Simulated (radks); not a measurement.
The numbers below are computed, except where a source is named.
Task: All-electron atom: the gold ion Au+ in [Xe] 4f14 5d10 (the NIST ground configuration). Level of theory: scalar-relativistic Kohn-Sham, exchange-only LDA, spin-polarised, spherical densities, point nucleus (a radial shooting solver on a logarithmic mesh with Libxc functionals). Some entries of the table are withheld. Estimate them.

| orbital | occ. | eigenvalue (Ry) | <r^2> (bohr^2) | r(max) (bohr) |
|---|---|---|---|---|
| 1s | 2 | -5933.492 | 0.0003934 | 0.01042 |
| 2s | 2 | -1047.370 | 0.005999 | (1) |
| 2p | 6 | -905.7646 | 0.005049 | 0.04982 |
| 3s | 2 | -247.5568 | 0.03871 | 0.1697 |
| 3p | 6 | -206.4959 | 0.03978 | 0.1691 |
| 3d | 10 | -162.5881 | 0.03294 | 0.1376 |
| 4s | 2 | -54.07642 | 0.1872 | 0.3828 |
| 4p | 6 | -40.61106 | 0.2140 | (2) |
| 4d | 10 | -24.45108 | 0.2432 | 0.4104 |
| 5s | 2 | -8.51389 | 0.9635 | 0.8471 |
| 4f | 14 | -6.49956 | 0.3020 | (3) |
| 5p | 6 | -4.93814 | 1.304 | 0.9521 |
| 5d | 10 | -1.04614 | 3.017 | 1.217 |

Result: 
(1) 2s r(max) (bohr): 0.06020
(2) 4p r(max) (bohr): 0.4030
(3) 4f r(max) (bohr): 0.3750
